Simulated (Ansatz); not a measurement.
Ansatz results at the PBE0-D4/def2-TZVP geometry: HOMO–LUMO gap (ωB97M-V/def2-TZVPP) 12.08 eV; size of the dipole moment (ωB97M-V/def2-TZVPP) 2.76 D; size of the dipole moment (B3LYP/def2-TZVPP) 2.76 D.

Each molecule was computed in one conformer, which needn't be the lowest.

Task: Which molecule gave them?
A. `O[SiH2]C[SiH2]O`
B. `[SiH3]/C=C/[SiH3]`
C. `OC[SiH2]O[SiH3]`
D. `O[SiH2]CC[SiH3]`

Result: A. The others give `[SiH3]/C=C/[SiH3]`: 11.34, 0.00, 0.00; `O[SiH2]CC[SiH3]`: 12.17, 1.84, 1.84; `OC[SiH2]O[SiH3]`: 12.22, 2.30, 2.29.

B3LYP here is the variant with VWN-RPA as its local correlation; programs differ in this.
